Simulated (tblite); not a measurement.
Compound: C6H8ClO (doublet state).
Cartesian coordinates in Å at the GFN2-xTB level; atoms count from 1:
```xyz
16
C6H8ClO angstrom
O      1.4443    0.2659   -1.2204
C      1.0829    0.3644    0.1331
C      0.9187   -1.0326    0.8009
C     -0.3660   -1.6025    0.4042
C     -1.3855   -1.0553   -0.1837
C     -1.3218    0.4129   -0.5785
Cl    -2.9006    1.1951   -0.2750
C     -0.2363    1.1363    0.2074
H      2.2455   -0.2631   -1.3022
H      1.8587    0.9198    0.6884
H      0.9645   -0.9254    1.8876
H      1.7453   -1.6796    0.4920
H     -2.2894   -1.5803   -0.4463
H     -1.1413    0.4914   -1.6541
H     -0.0899    2.1352   -0.2055
H     -0.5368    1.2267    1.2523
```

Structure optimised with GFN2-xTB, isolated species. This method treats the open shell by occupation alone, without spin polarisation.

Take the most abundant isotopes and a rigid rotor. The values belong to one conformer with, in the numbering `[OH:1][C@@H:2]1[CH2:3][C:4]=[CH:5][C@@H:6]([Cl:7])[CH2:8]1`, H–O1–C2–C3 -55°, O1–C2–C3–C4 -78°, C2–C3–C4–C5 -12°, C4–C5–C6–Cl7 -141°, C5–C6–C8–C2 50°.

Task: Give the principal moments of inertia and the rotational constants in MHz.

Result: Ia = 151.59, Ib = 426.93, Ic = 499.45 u·Å²; 505379 MHz·u·Å²/I gives A = 3334, B = 1184, C = 1012 MHz.

Task: What kind of rotor is it?

Result: An asymmetric top; Ray's κ = -0.852.

Task: What does the inertial defect say?

Result: Not planar: Δ = Ic − Ia − Ib = -79.06 u·Å². For a rigid frame Δ = −2 Σ m c², so Σ m c² = 39.53 u·Å² lies off the ab plane: 11.32 from hydrogen and 28.21 from heavier atoms. The atom farthest from that plane is 1.67 Å away.

Task: Where do the levels up to J = 4 lie, in MHz?

Result: Above 0(0,0):
J = 1: 1(0,1) 2196, 1(1,1) 4346, 1(1,0) 4518
J = 2: 2(0,2) 6577, 2(1,2) 8565, 2(1,1) 9081, 2(2,1) 15531, 2(2,0) 15541
J = 3: 3(0,3) 13124, 3(1,3) 14888, 3(1,2) 15919, 3(2,2) 22118, 3(2,1) 22168, 3(3,1) 33305, 3(3,0) 33305
J = 4: 4(0,4) 21810, 4(1,4) 23308, 4(1,3) 25024, 4(2,3) 30893, 4(2,2) 31039, 4(3,2) 42106, 4(3,1) 42109, 4(4,1) 57742, 4(4,0) 57742
Those of J = 1 are B + C, A + C and A + B.

Task: Estimate the classical rotational partition function at 50 K, 100 K and 298.15 K.

Result: Point group C1, symmetry number σ = 1; q = (√π/σ)·√((kT/h)³/(ABC)), k/h = 20836.6 MHz/K: 29800 at 50 K, 84400 at 100 K, 434000 at 298.15 K.

For this open shell read J as N, the rotation without spin; fine and hyperfine splittings come on top. Its GFN2-xTB frequencies are all real (lowest 78 cm⁻¹). Zero-point vibration and centrifugal distortion are left out.

Hardware: an Arm Neoverse V2 with one thread (shared host). Cost: 0.3 s. That covers the optimisation of the geometry.

The numbers are calculated, not measured.
